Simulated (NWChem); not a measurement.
The numbers come from NWChem runs, not from measurements. System: CCl$_{2}$F, charge 1, spin multiplicity 1, at the geometry of a parent with another charge or spin, in a state set for the comparison that need not be this species' ground state. Level: RHF/def2-SVPD.

The NWChem input:

```
start mol
memory heap 200 mb stack 900 mb global 1100 mb
charge 1
geometry units angstroms nocenter noautoz
  F     -1.616705    -0.063760     0.000000
  C     -0.345619     0.328050     0.000000
  Cl     0.488943    -0.041014    -1.481469
  Cl     0.488943    -0.041014     1.481469
  symmetry group Cs
end
basis spherical
  * library def2-svpd
end
scf
  rhf
  nopen 0
  maxiter 100
  thresh 1e-7
  semidirect memsize 60000000 filesize 0
end
task scf energy
```

Part of the output:

```
             Northwest Computational Chemistry Package (NWChem) 7.3.0
             --------------------------------------------------------

                                NWChem Input Module
                                -------------------

 Scaling coordinates for geometry "geometry" by  1.889725989
 (inverse scale =  0.529177249)

 Turning off AUTOSYM since
 SYMMETRY directive was detected!

                             Geometry "geometry" -> ""
                             -------------------------

 Output coordinates in angstroms (scale by  1.889725989 to convert to a.u.)

  No.       Tag          Charge          X              Y              Z
 ---- ---------------- ---------- -------------- -------------- --------------
    1 F                    9.0000    -1.61670500    -0.06376000     0.00000000
    2 C                    6.0000    -0.34561900     0.32805000     0.00000000
    3 Cl                  17.0000     0.48894300    -0.04101400    -1.48146900
    4 Cl                  17.0000     0.48894300    -0.04101400     1.48146900

 Effective nuclear repulsion energy (a.u.)     198.0341269855

            Nuclear Dipole moment (a.u.)
            ----------------------------
        X                 Y               Z
 ---------------- ---------------- ----------------
     0.0000056692    -0.0000302356     0.0000000000

      Symmetry information
      --------------------

 Group name             Cs
 Group number              2
 Group order               2
 No. of unique centers     3

      Symmetry unique atoms

     1    2    3


 Summary of "ao basis" -> "" (spherical)
 ------------------------------------------------------------------------------
       Tag                 Description            Shells   Functions and Types
 ---------------- ------------------------------  ------  ---------------------
 *                         def2-svpd                  on all atoms

 Summary of "ao basis" -> "ao basis" (spherical)
 ------------------------------------------------------------------------------
       Tag                 Description            Shells   Functions and Types
 ---------------- ------------------------------  ------  ---------------------
 F                         def2-svpd                 9       23   4s3p2d
 C                         def2-svpd                 8       20   4s2p2d
 Cl                        def2-svpd                11       27   5s4p2d

                                 NWChem SCF Module
                                 -----------------

  ao basis        = "ao basis"
  functions       =    97
  atoms           =     4
  closed shells   =    24
  open shells     =     0
  charge          =   1.00
  wavefunction    = RHF
  use symmetry    = T
  symmetry adapt  = T

 Summary of "ao basis" -> "ao basis" (spherical)
 ------------------------------------------------------------------------------
       Tag                 Description            Shells   Functions and Types
 ---------------- ------------------------------  ------  ---------------------
 F                         def2-svpd                 9       23   4s3p2d
 C                         def2-svpd                 8       20   4s2p2d
 Cl                        def2-svpd                11       27   5s4p2d

      Symmetry analysis of basis
      --------------------------

        a'         57
        a"         40

 Forming initial guess at       0.1s

      Superposition of Atomic Density Guess
      -------------------------------------
[...]
    11 a'         12 a"         13 a'         14 a'         15 a"
    16 a'         17 a"         18 a'         19 a'         20 a"
    21 a'         22 a'         23 a"         24 a"         25 a'
    26 a'         27 a"         28 a'         29 a'         30 a'
    31 a"         32 a'         33 a"         34 a'

             Final eigenvalues
             -----------------

              1
    1 -105.1360
    2 -105.1360
    3  -26.6556
    4  -11.8313
    5  -10.8921
    6  -10.8921
    7   -8.3670
    8   -8.3670
    9   -8.3629
   10   -8.3629
   11   -8.3621
   12   -8.3621
   13   -1.9449
   14   -1.4827
   15   -1.4040
   16   -1.1613
   17   -1.0366
   18   -1.0119
   19   -0.9969
   20   -0.8617
   21   -0.7992
   22   -0.7736
   23   -0.7400
   24   -0.7300
   25   -0.2961
   26   -0.1169
   27   -0.0705
   28   -0.0650
   29   -0.0331
   30   -0.0308
   31   -0.0238
   32   -0.0022
   33    0.0095
   34    0.0185

                       ROHF Final Molecular Orbital Analysis
                       -------------------------------------

 Vector   22  Occ=2.000000D+00  E=-7.736453D-01  Symmetry=a'
              MO Center=  4.2D-01, -1.6D-02, -1.5D-14, r^2= 3.1D+00
   Bfn.  Coefficient  Atom+Function         Bfn.  Coefficient  Atom+Function
  ----- ------------  ---------------      ----- ------------  ---------------
    55      0.412253  3 Cl px                82      0.412253  4 Cl px
    52      0.317067  3 Cl px                79      0.317067  4 Cl px
    49      0.178294  3 Cl px                76      0.178294  4 Cl px
     4      0.165318  1 F  s

 Vector   23  Occ=2.000000D+00  E=-7.399942D-01  Symmetry=a"
              MO Center=  4.4D-01, -4.2D-02,  3.9D-14, r^2= 3.2D+00
   Bfn.  Coefficient  Atom+Function         Bfn.  Coefficient  Atom+Function
  ----- ------------  ---------------      ----- ------------  ---------------
    56      0.343967  3 Cl py                83     -0.343967  4 Cl py
    55      0.291438  3 Cl px                82     -0.291438  4 Cl px
    53      0.264791  3 Cl py                80     -0.264791  4 Cl py
    52      0.227084  3 Cl px                79     -0.227084  4 Cl px

 Vector   24  Occ=2.000000D+00  E=-7.300084D-01  Symmetry=a"
              MO Center=  4.5D-01, -1.1D-02, -2.5D-15, r^2= 3.3D+00
   Bfn.  Coefficient  Atom+Function         Bfn.  Coefficient  Atom+Function
  ----- ------------  ---------------      ----- ------------  ---------------
    57      0.329913  3 Cl pz                84      0.329913  4 Cl pz
    56     -0.263393  3 Cl py                83      0.263393  4 Cl py
    54      0.234678  3 Cl pz                81      0.234678  4 Cl pz
    53     -0.210446  3 Cl py                55      0.211018  3 Cl px
    80      0.210446  4 Cl py                82     -0.211018  4 Cl px

 Vector   25  Occ=0.000000D+00  E=-2.961044D-01  Symmetry=a'
              MO Center= -1.3D-01,  3.9D-01, -6.0D-15, r^2= 2.4D+00
   Bfn.  Coefficient  Atom+Function         Bfn.  Coefficient  Atom+Function
  ----- ------------  ---------------      ----- ------------  ---------------
    29      0.501022  2 C  py                32      0.410736  2 C  py
    56     -0.291392  3 Cl py                83     -0.291392  4 Cl py
    26      0.252496  2 C  s                 25      0.237289  2 C  s
     6      0.202075  1 F  py                53     -0.182498  3 Cl py
    80     -0.182498  4 Cl py                 9     -0.174652  1 F  py

 Vector   26  Occ=0.000000D+00  E=-1.169117D-01  Symmetry=a'
              MO Center=  4.3D-01,  1.9D-02, -5.2D-13, r^2= 5.1D+00
   Bfn.  Coefficient  Atom+Function         Bfn.  Coefficient  Atom+Function
  ----- ------------  ---------------      ----- ------------  ---------------
    26      0.773014  2 C  s                 57     -0.443217  3 Cl pz
    84      0.443217  4 Cl pz                25      0.438344  2 C  s
    31      0.387820  2 C  px                60     -0.343715  3 Cl pz
    87      0.343715  4 Cl pz                47     -0.311649  3 Cl s
    74     -0.311649  4 Cl s                 28      0.280343  2 C  px

 Vector   27  Occ=0.000000D+00  E=-7.048682D-02  Symmetry=a"
              MO Center=  7.9D-01, -2.0D-01,  8.2D-13, r^2= 8.4D+00
   Bfn.  Coefficient  Atom+Function         Bfn.  Coefficient  Atom+Function
  ----- ------------  ---------------      ----- ------------  ---------------
    60      0.743065  3 Cl pz                87      0.743065  4 Cl pz
    33      0.564465  2 C  pz                30      0.467882  2 C  pz
    48      0.411923  3 Cl s                 75     -0.411923  4 Cl s
    47      0.383835  3 Cl s                 74     -0.383835  4 Cl s
    58     -0.357326  3 Cl px                85      0.357326  4 Cl px

 center of mass
 --------------
 x =  -0.01248172 y =  -0.00268029 z =   0.00000000

 moments of inertia (a.u.)
 ------------------
         553.450239121196           2.876954460688           0.000000000000
           2.876954460688         790.281102027324           0.000000000000
           0.000000000000           0.000000000000         247.444630702393

  Mulliken analysis of the total density
  --------------------------------------

    Atom       Charge   Shell Charges
 -----------   ------   -------------------------------------------------------
    1 F    9     9.38   1.99  1.15  0.81  0.06  3.28  1.95  0.12  0.01  0.01
    2 C    6     4.51   1.99  1.01 -0.05 -0.31  1.58  0.38  0.11 -0.20
    3 Cl  17    17.05   2.00  1.99  1.28  0.69 -0.00  5.94  2.04  2.89  0.14  0.05  0.03
    4 Cl  17    17.05   2.00  1.99  1.28  0.69 -0.00  5.94  2.04  2.89  0.14  0.05  0.03

       Multipole analysis of the density wrt the origin
       ------------------------------------------------

     L   x y z        total         open         nuclear
     -   - - -        -----         ----         -------
     0   0 0 0      1.000000      0.000000     49.000000

     1   1 0 0      0.261098      0.000000      0.000006
     1   0 1 0      0.279482      0.000000     -0.000030
     1   0 0 1     -0.000000      0.000000      0.000000

     2   2 0 0    -23.147371      0.000000    115.590171
     2   1 1 0     -1.069926      0.000000     -1.551167
     2   1 0 1     -0.000000      0.000000      0.000000
     2   0 2 0    -23.329530      0.000000      2.640737
     2   0 1 1     -0.000000      0.000000      0.000000
     2   0 0 2    -16.936449      0.000000    266.478224

 Task  times  cpu:        2.6s     wall:        2.6s

 Total times  cpu:        2.6s     wall:        2.6s
```
